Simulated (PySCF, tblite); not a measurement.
Isomers of C6H7F2 (doublet state), one GFN2-xTB conformer each. Single-point energies are computed at B3LYP/pcH-1 (PySCF, gas phase, no added dispersion term), electronic only. GFN2-xTB treats the open shell by occupation alone, and not every SCF solution was tested for stability.

Question: Rank them by B3LYP/pcH-1 energy, lowest first (kJ/mol).
A. `[CH2:1][CH2:2]/[CH:3]=[CH:4]\[CH:5]=[C:6]([F:7])[F:8]` (doublet state) with H–C1–C2–C3 -52° and 142°, C1–C2–C3–C4 -36°, C3–C4–C5–C6 -177°
B. `[CH2:1]=[C:2]([F:3])/[CH:4]=[C:5](\[CH3:6])[CH:7][F:8]` (doublet state) with C1–C2–C4–C5 180°, C4–C5–C7–F8 180°

Answer: B (0.0), A (105.1).

As drawn, the higher has two fluorines on one carbon, which the lower lacks. GFN2-xTB itself gives, in the same order: 0.0, 119.6. Both levels put the same isomer lowest.

Question: What happens when harmonic zero-point energies from GFN2-xTB frequencies are added?

Answer: 
```tsv
SMILES	ZPE (kJ/mol)	electronic (kJ/mol)	with ZPE (kJ/mol)
C=C(F)/C=C(\C)[CH]F	289.4	0.0	0.0
[CH2]C/C=C\C=C(F)F	284.6	105.1	100.3
```

The zero-point energies span 4.8 kJ/mol. The order is unchanged.
